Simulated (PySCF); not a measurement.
Molecule (SMILES): F[Si]F (closed-shell singlet).
Geometry (B3LYP-D3(BJ)/def2-TZVP, fixed):
```xyz
3

Si     0.0153     0.0127     0.5768
F      1.0240    -0.6902    -0.4611
F     -1.0478     0.6704    -0.4362
```
Charge 0, spin multiplicity 1.

Basis-set convergence of the isotropic shielding of F2 at PBE with PySCF. GIAO, no density fitting; atoms are numbered in the order shown. All functions are spherical. No added dispersion term, no relativity. Reference: the value in pcSseg-3, 118.55 ppm, itself unsure by roughly 1.41 ppm (its mean distance from pcseg-3, pcSseg-2). Deviations are taken from unrounded values.

```
basis            functions  isotropic shielding of F2 (ppm)
---------------  ---------  -------------------------------
def2-SVP                46                           114.04
def2-SVPD               70                           143.13
pcseg-1                 46                           109.00
aug-pcseg-1             73                           127.05
cc-pV(D+d)Z             51                           107.05
aug-cc-pV(D+d)Z         78                           137.46
6-311G**                62                            98.01
6-311+G**               74                           121.78
pcseg-2                 94                           115.65
aug-pcseg-2            142                           119.40
cc-pV(T+d)Z             99                           112.95
aug-cc-pV(T+d)Z        147                           130.03
def2-TZVP               99                           115.58
def2-TZVPD             123                           123.08
def2-TZVPP             104                           115.61
def2-TZVPPD            128                           123.21
cc-pV(Q+d)Z            174                           120.04
aug-cc-pV(Q+d)Z        249                           123.96
def2-QZVPP             184                           121.72
def2-QZVPPD            208                           122.23
pcseg-3                184                           117.76
aug-pcseg-3            259                           117.73
```

What the diffuse functions change, pair by pair:
- def2-SVP to def2-SVPD: 24 more functions, deviation -4.51 to 24.58 ppm
- pcseg-1 to aug-pcseg-1: 27 more functions, deviation -9.55 to 8.50 ppm
- cc-pV(D+d)Z to aug-cc-pV(D+d)Z: 27 more functions, deviation -11.50 to 18.91 ppm
- 6-311G** to 6-311+G**: 12 more functions, deviation -20.54 to 3.23 ppm
- pcseg-2 to aug-pcseg-2: 48 more functions, deviation -2.90 to 0.85 ppm
- cc-pV(T+d)Z to aug-cc-pV(T+d)Z: 48 more functions, deviation -5.60 to 11.48 ppm
- def2-TZVP to def2-TZVPD: 24 more functions, deviation -2.97 to 4.53 ppm
- def2-TZVPP to def2-TZVPPD: 24 more functions, deviation -2.94 to 4.66 ppm
- cc-pV(Q+d)Z to aug-cc-pV(Q+d)Z: 75 more functions, deviation 1.49 to 5.41 ppm
- def2-QZVPP to def2-QZVPPD: 24 more functions, deviation 3.17 to 3.68 ppm
- pcseg-3 to aug-pcseg-3: 75 more functions, deviation -0.79 to -0.82 ppm

They bring the value nearer the reference by more than 1.41 ppm in 2 of 11 pairs.
